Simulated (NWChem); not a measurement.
Molecule: CH3ClF2OSi; SMILES O[Si@](F)(Cl)CF

```xyz
9

O     -0.9598    -0.1445    -1.4823
Si    -0.3725     0.1513     0.0164
F     -1.5659     0.7702     0.9014
Cl     1.1321     1.5402    -0.0115
C      0.2156    -1.4634     0.7796
F      0.8403    -2.1757    -0.2340
H     -0.5328    -0.8677    -1.9552
H      0.9196    -1.3218     1.6159
H     -0.6426    -2.0490     1.1541
```
Atoms are numbered in this order, from 1.

All runs: NWChem. Pople sets run with spherical d functions. The geometry was optimised at PBE0/def2-SVP. Atomic charges in e: unrestrained fits to the electrostatic potential beside Mulliken populations; buried atoms are poorly determined by the fit.

For level Hartree-Fock/6-31G*:

```yaml
ESP O1: -0.70
Mulliken O1: -0.86
ESP Si2: 1.06
Mulliken Si2: 1.45
Mulliken F3: -0.51
Mulliken Cl4: -0.34
Mulliken C5: -0.17
```

Task: Estimate the same quantities for level B3LYP/def2-SVP.

Result: 
| Quantity | Result |
|---|---|
| ESP O1 | -0.57 |
| Mulliken O1 | -0.37 |
| ESP Si2 | 0.79 |
| Mulliken Si2 | 0.85 |
| Mulliken F3 | -0.31 |
| Mulliken Cl4 | -0.24 |
| Mulliken C5 | 0.05 |
